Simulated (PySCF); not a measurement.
C4H10OSi, SMILES CCC(=O)[SiH2]C.

Geometry optimised at PBE0-D3(BJ)/def2-SVP. A frequency run showed that this geometry is not a minimum. The structure was generated by enumeration, and PubChem lists no compound with its InChIKey, so it may never have been made. The values are those of a single conformer.

Level of theory: HF/def2-TZVP in PySCF.

Symmetry labels are those of the subgroup Cs that the program uses (full group Cs).

Computed valence orbital energies around the gap with their symmetry:
```csv
orbital,symmetry,energy (eV)
HOMO−7,A',-15.13
HOMO−6,A',-14.44
HOMO−5,A",-14.25
HOMO−4,A',-13.84
HOMO−3,A",-13.20
HOMO−2,A",-12.87
HOMO−1,A',-12.53
HOMO,A',-10.26
LUMO,A",3.20
LUMO+1,A',3.31
LUMO+2,A',3.49
LUMO+3,A',4.07
```
